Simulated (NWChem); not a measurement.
Molecule: CH₃AlF, doublet; SMILES [Al]([CH3])[F]

```xyz
6

Al     0.5636    -0.1375     0.0000
C     -0.3568     1.6024     0.0000
H     -1.0024     1.6752     0.8919
H     -1.0024     1.6752    -0.8919
H      0.3445     2.4496     0.0000
F     -0.3917    -1.5140     0.0000
```
Atoms are numbered in this order, from 1.

Results from NWChem. Pople sets run with spherical d functions. Spin-unrestricted. In the optimisation the excess spin sits in a' (Cs, its own frame). All runs use the structure optimised with PBE0/def2-SVP, spin-unrestricted. This spin state was assumed; another may lie lower. No stability test was run on the SCF state. Vertical excitations in the gas phase; the lowest state need not have the same character in each row. Excited states of an open shell can be spin-contaminated.

```
level                   lowest excitation (eV)  oscillator strength of that lowest state  lowest empty minus highest occupied level, either spin (eV)
----------------------  ----------------------  ----------------------------------------  -----------------------------------------------------------
PBE/6-31+G*, TDA                          2.75                                     0.058                                                         1.52
B3LYP/6-31+G*, TDA                        2.88                                     0.063                                                         2.72
PBE0/6-31+G*, TDA                         2.86                                     0.063                                                          ___
LRC-wPBEh/6-31+G*, TDA                    2.87                                     0.063                                                         6.78
```

Q: Complete the blanks.

A: 
- PBE0/6-31+G*, TDA, lowest empty minus highest occupied level, either spin (eV): 3.38
